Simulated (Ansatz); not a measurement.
C$_{2}$H$_{8}$AlB (`[BH2][Al]([CH3])[CH3]`), one more setting.

```yaml
crystal:
  periodic: [false, false, false]
  atoms:
    - {symbol: B, position_ang: [-1.088377, 1.962229, -0.243846]}
    - {symbol: Al, position_ang: [-0.066714, 0.114670, -0.010430]}
    - {symbol: C, position_ang: [0.020051, -0.780306, 1.735470]}
    - {symbol: C, position_ang: [0.826153, -0.737951, -1.537814]}
    - {symbol: H, position_ang: [-2.258474, 2.041049, -0.508724]}
    - {symbol: H, position_ang: [-0.553678, 3.032249, -0.122748]}
    - {symbol: H, position_ang: [-0.655248, -1.644852, 1.739459]}
    - {symbol: H, position_ang: [1.023824, -1.172633, 1.929585]}
    - {symbol: H, position_ang: [-0.264628, -0.144598, 2.577164]}
    - {symbol: H, position_ang: [0.822531, -1.828976, -1.454624]}
    - {symbol: H, position_ang: [1.878525, -0.428785, -1.565293]}
    - {symbol: H, position_ang: [0.393135, -0.467395, -2.504199]}
basis:
  gaussian: {orbitals: "6-31++G**"}
hamiltonian: {xc: {name: BLYP}, dispersion: d3bjatm}
```

```sh
$ ansatz run in.yaml --threads 2 --pin off --events-out ev --progress --plain --max-ram 4352MiB
```

Output, abridged:

```
Functional definition: BLYP
1290 factors; their error is unknown
mean field evaluation 1: about -9451.0264 eV, gradient 9.7e1 eV
mean field evaluation 2: about -9402.3600 eV, gradient 1.4e2 eV
mean field evaluation 4: about -9474.2420 eV, gradient 1.2e1 eV
mean field evaluation 8: about -9474.7217 eV, gradient 1.7e-1 eV
mean field evaluation 16: about -9474.6273 eV, gradient 1.5e-4 eV
mean field -9474.62727465 eV, -348.1861302102 hartree, gradient 2.6e-5 eV, S^2 0.000000; 0 other end points of the search recorded, 0 dependent functions left out
reference -9474.62776203 eV, -348.1861481212 hartree; 19, 19 occupied and 109, 109 virtual orbitals, 1290 factors
Total energy: -9475.04219588 eV, -348.2013782843 hartree
```

Run time 2.2 s (2 threads of an Arm Neoverse V2 on a shared host); peak host memory 0.43 GiB.
